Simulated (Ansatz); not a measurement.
Input file for `CO[SiH](C)N`:

```yaml
crystal:
  periodic: [false, false, false]
  atoms:
    - {symbol: C, position_ang: [-1.053495, -1.562231, 0.718578]}
    - {symbol: O, position_ang: [-0.595206, -1.194140, -0.556992]}
    - {symbol: Si, position_ang: [0.389456, 0.102195, -0.825198]}
    - {symbol: C, position_ang: [-0.446376, 1.688665, -0.318907]}
    - {symbol: N, position_ang: [1.880803, 0.040192, 0.008982]}
    - {symbol: H, position_ang: [-1.779385, -0.839757, 1.111442]}
    - {symbol: H, position_ang: [-0.228897, -1.649511, 1.436586]}
    - {symbol: H, position_ang: [-1.546847, -2.533546, 0.643636]}
    - {symbol: H, position_ang: [0.632159, 0.014833, -2.284299]}
    - {symbol: H, position_ang: [-1.436199, 1.763827, -0.774962]}
    - {symbol: H, position_ang: [0.140472, 2.554792, -0.633484]}
    - {symbol: H, position_ang: [-0.574997, 1.746618, 0.765979]}
    - {symbol: H, position_ang: [2.578062, -0.663774, -0.162239]}
    - {symbol: H, position_ang: [2.040438, 0.531847, 0.870867]}
basis:
  gaussian: {orbitals: def2-TZVPP}
correlation: {method: ccsd_t}
```

```sh
$ ansatz run in.yaml --threads 2 --pin off --events-out ev --progress --plain --max-ram 22528MiB --backend cuda --devices 0, --max-vram 18GiB
```

Log, shortened:

```
Functional definition: HF
1693 factors; integrals over basis functions are off by at most 1.2e-3 eV
mean field evaluation 1: about -13584.2305 eV, gradient 4.9e1 eV
mean field evaluation 2: about -13584.4910 eV, gradient 4.9e1 eV
mean field evaluation 4: about -13589.5011 eV, gradient 4.5e0 eV
mean field evaluation 8: about -13589.5703 eV, gradient 2.9e-1 eV
mean field -13589.57059704 eV, -499.4075080993 hartree, gradient 2.6e-6 eV, S^2 0.000000; 0 other end points of the search recorded, 0 dependent functions left out
9 core orbitals not correlated: weight in the atoms' cores, before any rotation towards them, 1.000 or more for the frozen orbitals, at most 0.000 for the correlated occupied ones
reference -13589.57059704 eV, -499.4075080993 hartree; 16, 16 occupied and 267, 267 virtual orbitals, 1693 factors
second order -25.31734686 eV of doubles, -0.00000000 eV of singles
cycle   1  -25.92091222 eV  change   -6.0e-1 eV  update   9.9e-2
cycle   2  -26.50207854 eV  change   -5.8e-1 eV  update   2.8e-2
cycle   3  -26.62006429 eV  change   -1.2e-1 eV  update   1.4e-2
cycle   4  -26.61169723 eV  change    8.4e-3 eV  update   3.0e-3
cycle   5  -26.61129646 eV  change    4.0e-4 eV  update   1.3e-3
cycle   6  -26.61169132 eV  change   -3.9e-4 eV  update   3.9e-4
cycle   7  -26.61149120 eV  change    2.0e-4 eV  update   1.5e-4
cycle   8  -26.61145469 eV  change    3.7e-5 eV  update   4.4e-5
cycle   9  -26.61146509 eV  change   -1.0e-5 eV  update   1.6e-5
perturbative correction -0.97425671 eV, -0.0358032739 hartree
Total energy: -13617.15631883 eV, -500.4212646771 hartree
```

It took 3.7 s on 2 threads of an AMD EPYC 7R13 on a shared host and a share of an NVIDIA H100 80 GB, with 0.8 GiB of host memory at the peak.

The correlation energy is -27.586 eV, 3.5 % of it from (T); the T1 diagnostic reads 0.0104.
